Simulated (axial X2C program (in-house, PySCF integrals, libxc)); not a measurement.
## Density and ELF of MoS

Calculated with an in-house all-electron X2C program for linear molecules (integrals from PySCF). Spin-free means the one-electron spin-free X2C Hamiltonian. Basis: Mo dyall-cv3z [11s12p9d5f3g], S dyall-av3z [9s8p3d2f] (cores contracted in-house); Gaussian nuclei, density fitting, unrestricted open shells. Masses: Mo 97.905 u, S 31.972 u.

PBE0, without spin–orbit coupling, state M_S = 2, Λ = 1 (beyond evenly filled blocks: σα, π+α, δ+α, δ-α); Mo at z = 0, S at z = 2.139 Å.

The maps cover the half plane through the axis: z from -2.4 to 4.2 Å along the bond, ρ from 0.15 to 2.25 Å away from it.

log10 of the density in e/bohr³:

```
 ρ\z  -2.4  -1.8  -1.2  -0.6   0.0   0.6   1.2   1.8   2.4   3.0   3.6   4.2
0.15  -3.5  -2.7  -1.6  -0.2   1.7  -0.2  -0.8   0.0   0.4  -1.0  -1.9  -2.9
0.45  -3.5  -2.7  -1.7  -0.5   0.1  -0.5  -1.0  -0.7  -0.6  -1.1  -2.0  -2.9
0.75  -3.5  -2.8  -1.9  -1.0  -0.5  -1.0  -1.2  -0.9  -0.9  -1.4  -2.2  -3.1
1.05  -3.6  -2.8  -2.1  -1.4  -1.1  -1.4  -1.5  -1.3  -1.3  -1.7  -2.4  -3.3
1.35  -3.7  -3.0  -2.3  -1.8  -1.7  -1.8  -1.8  -1.7  -1.7  -2.1  -2.7  -3.5
1.65  -3.8  -3.2  -2.6  -2.2  -2.1  -2.2  -2.2  -2.1  -2.2  -2.5  -3.1  -3.7
1.95  -4.0  -3.4  -2.9  -2.5  -2.4  -2.5  -2.6  -2.5  -2.6  -2.9  -3.4  -4.0
2.25  -4.1  -3.6  -3.2  -2.9  -2.8  -2.9  -3.0  -3.0  -3.1  -3.3  -3.7  -4.3
```

Electron localisation function (collinear form, no current term, damped to 0 at low density):

```
 ρ\z  -2.4  -1.8  -1.2  -0.6   0.0   0.6   1.2   1.8   2.4   3.0   3.6   4.2
0.15  0.00  0.01  0.14  0.80  0.54  0.71  0.67  0.36  0.76  0.88  0.71  0.20
0.45  0.01  0.02  0.12  0.72  0.33  0.62  0.66  0.17  0.10  0.89  0.67  0.17
0.75  0.01  0.04  0.14  0.49  0.73  0.35  0.63  0.79  0.83  0.86  0.59  0.12
1.05  0.02  0.09  0.21  0.39  0.48  0.23  0.56  0.80  0.85  0.78  0.45  0.07
1.35  0.02  0.14  0.31  0.43  0.40  0.24  0.46  0.69  0.73  0.62  0.29  0.03
1.65  0.01  0.16  0.38  0.47  0.40  0.28  0.33  0.49  0.54  0.41  0.14  0.01
1.95  0.01  0.12  0.36  0.46  0.41  0.28  0.21  0.28  0.31  0.20  0.05  0.00
2.25  0.00  0.06  0.26  0.37  0.36  0.22  0.12  0.12  0.13  0.06  0.01  0.00
```

Axial spin density in 10⁻³ e/bohr³:

```
 ρ\z  -2.4  -1.8  -1.2  -0.6    0.0   0.6   1.2    1.8   2.4   3.0   3.6   4.2
0.15   0.1   0.6   5.8  88.9  467.7  87.2  -0.3   -2.5   0.4  -4.2  -0.7  -0.1
0.45   0.2   0.8   6.9  70.2  109.4  69.3   0.2  -12.8  -5.0  -3.0  -0.5  -0.1
0.75   0.2   1.1   7.1  45.9  105.1  40.6   1.2   -9.5  -5.4  -1.7  -0.3   0.0
1.05   0.2   1.1   5.9  25.4   45.9  20.4   1.8   -3.8  -2.6  -0.7  -0.1   0.0
1.35   0.2   0.9   4.0  12.8   19.0   9.8   1.7   -1.1  -0.9  -0.3  -0.1   0.0
1.65   0.1   0.7   2.4   6.1    8.0   4.6   1.2   -0.2  -0.3  -0.1   0.0   0.0
1.95   0.1   0.4   1.3   2.8    3.4   2.2   0.7    0.0  -0.1   0.0   0.0   0.0
2.25   0.1   0.2   0.7   1.3    1.5   1.0   0.4    0.1   0.0   0.0   0.0   0.0
```

The state is a single determinant with fixed occupations, the lowest that a limited PBE0 search found. The functionals have no current-density term, which raises determinants with orbital currents, atoms included. The determinant is spin-polarised beyond a pure state at some levels (its spin-free form has ⟨S²⟩ too high), which makes Re and μ there less reliable.
